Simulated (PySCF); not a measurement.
## As (arsenic, neutral) across methods

[Ar] 3d10 4s2 4p2 5s1, high-spin 4P determinant (an excited configuration). Calculation: PySCF 2.14, in x2c-QZVPPall with one added diffuse shell each of s, p, d, f type (12s9p6d5f1g, 113 functions); the spin-free X2C one-electron Hamiltonian (Gaussian nucleus).

| method | E (hartree) | mean ε 4s β (eV) | mean ε 4p α (eV) | mean ε 5s α (eV) | Σ⟨r²⟩ (bohr²) | ⟨S²⟩ |
| --- | --- | --- | --- | --- | --- | --- |
| PBE0 | -2260.277 | -18.096 | -10.205 | -2.264 | 63.53 | 3.753 |
| PBE | -2260.247 | -17.000 | -8.934 | -1.877 | 63.26 | 3.752 |
| r2SCAN | -2260.521 | -17.245 | -9.436 | -1.859 | 63.66 | 3.754 |
| CAM-B3LYP | -2260.690 | -19.820 | -11.394 | -2.767 | 63.21 | 3.752 |
| PW91 | -2260.742 | -17.084 | -8.979 | -1.903 | 63.09 | 3.752 |
| LDA | -2257.126 | -17.391 | -8.965 | -1.946 | 62.67 | 3.751 |
| r2SCANh | -2260.509 | -17.659 | -9.878 | -2.009 | 63.63 | 3.754 |
| UHF | -2258.85355 | -20.130 | -13.345 | -3.084 | 64.75 | 3.759 |

The outer electron is Rydberg-like, and this basis confines it to a smaller radius and binds it less than a complete one would.
